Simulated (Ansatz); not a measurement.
```xyz
10

C     0.8787   -0.2132    0.4484
C    -0.4890   -0.8813    0.5204
S    -1.4929   -0.5469   -0.9820
Ga   -0.4805    1.3782   -1.1890
O     0.8152    1.1299    0.0359
H     1.3340   -0.2493    1.4453
H     1.5218   -0.7874   -0.2336
H    -0.3788   -1.9637    0.6044
H    -1.0532   -0.5223    1.3836
H    -0.6553    2.6560   -2.0333
```

Total charge 0; spin multiplicity 1.

Q: List the PBE/def2-TZVPP orbital energies in eV (Ansatz). (Estimate.)

A: The calculation gave: Occupied: -10093.90, -2395.62, -1233.81, -1093.52, -1093.43, -1093.41, -510.03, -270.29, -269.88, -208.54, -154.69, -154.59, -154.49, -143.63, -98.23, -98.02, -97.95, -24.92, -20.47, -20.23, -20.17, -20.13, -20.07, -19.15, -16.85, -14.34, -11.97, -11.56, -11.16, -9.80, -9.29, -8.59, -7.34, -6.96, -6.65, -5.78. Lowest empty: -1.73, -0.89, -0.29, 0.36, 0.84, 1.54, 2.07, 2.55.
